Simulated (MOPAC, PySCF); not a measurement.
H₅FSi₃, SMILES `F[Si](=[SiH2])[SiH3]`, neutral singlet in the gas phase. 

Cartesian coordinates (Å):
SMILES: F[Si](=[SiH2])[SiH3]
```xyz
9

F     -0.1429     1.9740    -1.3015
Si    -0.2882     0.7393    -0.2798
Si    -2.1328    -0.2777     0.0134
Si     1.7268    -0.2695     0.2283
H     -3.4637     0.2785    -0.3016
H     -2.1040    -1.2955     1.0838
H      2.4186    -0.7410    -0.9950
H      1.3831    -1.4179     1.1005
H      2.6140     0.6700     0.9551
```
Charge 0, multiplicity 1.

All levels are single points at this geometry (ωB97X-D3(BJ)/def2-TZVP); Pople sets use spherical d functions. Orbital energies aren't observables, and empty levels follow the basis.

```csv
level,HOMO (eV),LUMO (eV),gap (eV),dipole (D),"vertical IE, Delta-SCF (eV)"
ωB97X-D3(BJ)/def2-TZVP in PySCF,-8.07,-0.07,8.00,1.09,7.88
B3LYP/3-21G in PySCF,-5.85,-1.91,3.95,1.21,–
B3LYP/6-311+G** in PySCF,-5.92,-2.12,3.80,1.39,–
B3LYP/LANL2DZ in PySCF,-6.10,-2.13,3.97,1.96,–
PBE/6-31G* in PySCF,-5.11,-2.44,2.67,1.02,7.80
HF/6-31G* in PySCF,-7.57,1.10,8.68,1.35,6.79
AM1 in MOPAC,-8.50,-2.21,6.30,1.00,–
PM6 in MOPAC,-7.01,-1.35,5.65,1.97,–
PM7 in MOPAC,-8.85,-2.34,6.51,3.73,–
```
